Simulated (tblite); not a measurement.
Compound: vinylfuran, C₆H₆O.
Bonds: C1–C2 (double), C2–C3, C3–C4 (aromatic), C4–C5 (aromatic), C5–C6 (aromatic), C6–O7 (aromatic), C3–O7 (aromatic). Hydrogens: H8, H9 on C1; H10 on C2; H11 on C4; H12 on C5; H13 on C6.

Computed with GFN2-xTB (tblite), gas phase: Langevin dynamics at 200 K from the optimised GFN2-xTB geometry, time step 0.5 fs, friction 0.01 fs⁻¹, 2000 steps. The instantaneous temperature is 2·E(kin)/(3Nk) with all 3N coordinates.

```csv
t (fs),T (K),E(pot) above start (eV),C1=C2 (Å),C2–C3 (Å),C3–C4 (Å),C4–C5 (Å),C5–C6 (Å),C1–H8 (Å),C1–C2–C3–C4 (°)
0,167,0.000,1.329,1.441,1.374,1.411,1.362,1.077,180
25,111,0.160,1.334,1.440,1.368,1.412,1.354,1.057,-178
50,147,0.225,1.330,1.452,1.371,1.434,1.346,1.084,168
75,145,0.245,1.326,1.436,1.354,1.451,1.356,1.092,176
100,159,0.259,1.321,1.444,1.374,1.441,1.347,1.041,166
125,198,0.264,1.342,1.419,1.373,1.429,1.346,1.088,164
150,171,0.262,1.319,1.458,1.357,1.446,1.389,1.111,169
175,192,0.195,1.321,1.436,1.333,1.434,1.391,1.059,163
200,216,0.269,1.353,1.463,1.401,1.422,1.361,1.091,170
225,194,0.305,1.344,1.381,1.410,1.402,1.353,1.103,-178
250,190,0.403,1.293,1.445,1.429,1.405,1.345,1.035,-174
275,199,0.325,1.292,1.447,1.408,1.397,1.391,1.096,-162
300,218,0.250,1.340,1.489,1.358,1.411,1.403,1.086,-167
325,117,0.333,1.358,1.423,1.354,1.409,1.386,1.069,-176
350,234,0.169,1.318,1.466,1.389,1.429,1.359,1.078,179
375,154,0.438,1.283,1.402,1.417,1.419,1.321,1.092,162
400,200,0.217,1.341,1.409,1.373,1.428,1.343,1.069,168
425,172,0.285,1.363,1.405,1.351,1.419,1.393,1.090,163
450,196,0.211,1.324,1.468,1.378,1.440,1.394,1.079,171
475,177,0.214,1.294,1.420,1.371,1.418,1.391,1.074,173
500,177,0.254,1.333,1.413,1.384,1.422,1.368,1.102,175
525,179,0.275,1.350,1.443,1.402,1.393,1.339,1.070,-172
550,184,0.249,1.310,1.446,1.358,1.378,1.376,1.072,-168
575,196,0.182,1.300,1.472,1.360,1.378,1.385,1.087,-166
600,197,0.245,1.343,1.462,1.379,1.408,1.361,1.074,-174
625,200,0.336,1.365,1.423,1.385,1.404,1.362,1.064,-176
650,214,0.282,1.339,1.483,1.363,1.440,1.357,1.072,177
675,214,0.230,1.301,1.462,1.358,1.425,1.363,1.096,172
700,134,0.379,1.316,1.445,1.381,1.427,1.356,1.082,166
725,268,0.221,1.344,1.424,1.390,1.437,1.353,1.048,161
750,150,0.379,1.317,1.440,1.386,1.441,1.383,1.117,169
775,165,0.318,1.325,1.445,1.376,1.438,1.403,1.042,164
800,243,0.269,1.331,1.439,1.384,1.439,1.375,1.089,-175
825,105,0.343,1.305,1.439,1.373,1.416,1.341,1.146,-178
850,164,0.163,1.315,1.459,1.357,1.413,1.348,1.061,-171
875,174,0.163,1.333,1.438,1.368,1.412,1.363,1.042,-167
900,110,0.210,1.340,1.454,1.378,1.404,1.382,1.107,-174
925,154,0.293,1.336,1.443,1.391,1.430,1.384,1.049,-174
950,227,0.207,1.330,1.440,1.398,1.434,1.381,1.086,174
975,163,0.288,1.334,1.428,1.389,1.411,1.367,1.068,178
1000,139,0.286,1.336,1.437,1.393,1.389,1.370,1.072,178
```

**Question.** From 500 fs on, how do temperature and potential energy compare with equipartition?

**Answer.** The mean temperature of these 21 frames is 179 K against the target 200 K, and the mean potential energy 0.27 eV against 33 × kT/2 = 0.28 eV for 33 classical harmonic modes. For 13 atoms in a canonical ensemble the temperature itself scatters by T·√(2/(3N)) = 45 K; here its standard deviation is 40 K. The whole run lasts only 10 friction times of 100 fs, so these averages carry a wide statistical error.

**Question.** What are the kinetic and total energies of the listed frame with the highest potential energy?

**Answer.** The one at 375 fs, 0.438 eV above the start. Its kinetic energy is 3NkT/2 = 0.259 eV at 154 K, so the sum is 0.70 eV; over the listed frames the sum runs from 0.28 to 0.72 eV, since the thermostat adds and removes energy.

**Question.** How much do the listed bonds fluctuate from 500 fs on?

**Answer.** 
```tsv
bond	at the start (Å)	mean (Å)	standard deviation (Å)
C1=C2	1.329	1.329	0.016
C2–C3	1.441	1.445	0.016
C3–C4	1.374	1.379	0.013
C4–C5	1.411	1.416	0.020
C5–C6	1.362	1.367	0.016
C1–H8	1.077	1.078	0.025
```

The motion is classical and holds no zero-point motion.

The cost below is that of the whole dynamics run. Hardware: an Arm Neoverse N1 with one thread, shared host with 64 logical CPUs at a one-minute load of 59. Cost: 14 s, 0.18 GiB resident at most.
